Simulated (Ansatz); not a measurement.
C₃H₁₀OSi, SMILES `COCC[SiH3]`, relaxed with RKS PBE0-D4/def2-TZVP in the Gaussian-basis code of Ansatz from a PBE-D4/def2-SVP geometry. The force threshold is 0.005 eV/Å; the program also tests the step.

Total charge 0; spin multiplicity 1.

Start:

```xyz
15

C     0.439   -2.287   -1.332
O    -0.145   -1.011   -1.272
C     0.136   -0.335   -0.063
C    -0.534    1.032   -0.092
Si   -0.281    2.080    1.469
H     0.076   -2.960   -0.516
H     1.555   -2.248   -1.262
H     0.166   -2.740   -2.306
H    -0.230   -0.932    0.813
H     1.244   -0.227    0.076
H    -1.626    0.901   -0.252
H    -0.159    1.606   -0.967
H    -0.829    1.373    2.681
H    -0.995    3.396    1.318
H     1.182    2.351    1.705
```

```tsv
step	energy (eV)	largest force (eV/Å)	largest move (Å)
1	-13191.1894	0.519	0.000
2	-13191.2431	0.157	0.036
3	-13191.2482	0.032	0.015
4	-13191.2483	0.008	0.007
5	-13191.2484	0.007	0.010
6	-13191.2485	0.003	0.006
```

End:

```xyz
15

C     0.447   -2.270   -1.308
O    -0.144   -1.001   -1.270
C     0.124   -0.323   -0.068
C    -0.544    1.031   -0.101
Si   -0.272    2.049    1.452
H     0.075   -2.914   -0.498
H     1.541   -2.209   -1.224
H     0.192   -2.724   -2.266
H    -0.246   -0.917    0.784
H     1.212   -0.216    0.065
H    -1.621    0.902   -0.250
H    -0.174    1.598   -0.961
H    -0.807    1.340    2.646
H    -0.963    3.359    1.328
H     1.180    2.296    1.671
```

Hardware: 4 threads of an Arm Neoverse V2 on a shared host. Wall time 23 s, peak host memory 0.61 GiB.
